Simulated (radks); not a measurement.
The numbers below are computed, except where a source is named.
Task: As, 33 electrons, occupied as [Ar] 3d10 4s2 4p3. Level of theory: scalar-relativistic Kohn-Sham, PBE, spin-polarised, spherical densities, finite nucleus; open shells are filled with parallel spins first; Fermi nuclear charge, rms radius 4.0968 fm (a radial shooting solver on a logarithmic mesh with Libxc functionals). Some entries of the table are withheld. Estimate them.

orbital  occ.  eigenvalue (hartree)  r(max) (bohr)
1s up       1             -430.6649        0.02974
1s down     1             -430.6608        0.02974
2s up       1             -54.62247         0.1701
2s down     1             -54.62075         0.1701
2p up       3             -47.89495         0.1363
2p down     3             -47.89139         0.1363
3s up       1              -6.98144         0.5216
3s down     1              -6.97620         0.5217
3p up       3              -4.90089         0.5210
3p down     3              -4.89484         0.5211
3d up       5              -1.48383            (1)
3d down     5              -1.47415            (2)
4s up       1              -0.55892          1.630
4s down     1              -0.47448          1.600
4p up       3              -0.21755            (3)
4p down     0              -0.13268            (4)

Result: 
(1) 3d up r(max) (bohr): 0.4771
(2) 3d down r(max) (bohr): 0.4769
(3) 4p up r(max) (bohr): 1.989
(4) 4p down r(max) (bohr): 1.977
